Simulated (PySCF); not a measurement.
C₅H₅FSi, SMILES C#C[Si](C)(F)C#C. Geometry optimised at ωB97X-D3(BJ)/def2-SVP.

Calculation: ωB97X-D3(BJ)/def2-SVP (PySCF).

Harmonic wavenumbers (cm⁻¹): 91, 126, 129, 154, 185, 236, 308, 347, 396, 417, 564, 677, 755, 774, 775, 787, 787, 804, 826, 921, 1291, 1435, 1435, 2202, 2202, 3073, 3180, 3184, 3470, 3470. Rotational constants (GHz): 2.432, 1.695, 1.387; symmetry number 1.

Problem. Work out the zero-point energy and the ideal-gas rigid-rotor harmonic-oscillator thermochemistry at 298.15 K and 1 atm.

Solution. ZPE = ½ Σ hcν = ½ × 35002 cm⁻¹ = 50.04 kcal/mol. H − E(el) = 56.29 kcal/mol. Entropy in cal/(mol K): translation 40.06, rotation 28.42, vibration 23.34, total 91.82. G − E(el) = 28.91 kcal/mol. Cp = 32.97 cal/(mol K). Modes under 150 cm⁻¹ make the vibrational entropy uncertain.
